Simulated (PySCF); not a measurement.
First SCF of a structure search on doublet [GaH3]-, at a hand-made trigonal planar geometry. PySCF input:

```python
from pyscf import gto, scf, dft
mol = gto.M(atom='''
Ga     0.000000     0.000000     0.000000
H      1.560000     0.000000     0.000000
H     -0.780000     1.351000     0.000000
H     -0.780000    -1.351000     0.000000''',
    basis={'Ga': 'def2-TZVPD', 'H': 'def2-TZVPD'},
    charge=-1, spin=1)
mf = dft.UKS(mol, xc='PBE0')
mf.grids.atom_grid = (50, 194)
aux = {'Ga': 'def2-universal-JKFIT', 'H': 'def2-universal-JKFIT'}
mf = mf.density_fit(auxbasis=aux)
mf.conv_tol = 1e-08
mf.diis_space = 10
mf.max_cycle = 60
mf.init_guess = 'minao'
mf.verbose = 4
mf.kernel()
```

Excerpt of the output (cycles alone):

```
init E= -1925.68712916146
cycle= 1 E= -1926.32254743825  delta_E= -0.635  |g|= 0.45  |ddm|= 1.07
cycle= 2 E= -1926.32414661521  delta_E= -0.0016  |g|= 0.531  |ddm|= 0.61
cycle= 3 E= -1926.36231557358  delta_E= -0.0382  |g|= 0.0356  |ddm|= 0.259
cycle= 4 E= -1926.36294574524  delta_E= -0.00063  |g|= 0.0085  |ddm|= 0.0433
cycle= 5 E= -1926.36297383778  delta_E= -2.81e-05  |g|= 0.00113  |ddm|= 0.0134
cycle= 6 E= -1926.36297545354  delta_E= -1.62e-06  |g|= 0.000301  |ddm|= 0.00363
cycle= 7 E= -1926.36297563407  delta_E= -1.81e-07  |g|= 4.15e-05  |ddm|= 0.000989
cycle= 8 E= -1926.36297563809  delta_E= -4.02e-09  |g|= 5.7e-06  |ddm|= 0.000225
Extra cycle  E= -1926.36297563816  delta_E= -7.41e-11  |g|= 1.95e-06  |ddm|= 4.82e-05
converged SCF energy = -1926.36297563816  <S^2> = 0.7544906  2S+1 = 2.0044856
```

No lower solution of this spin was found by a stability analysis within the unrestricted form.

The search for the lowest solution, with the stability check, took 3.3 s on 2 threads of a shared Arm Neoverse V2 host, with 81 basis functions; the process peaked at 0.31 GiB.
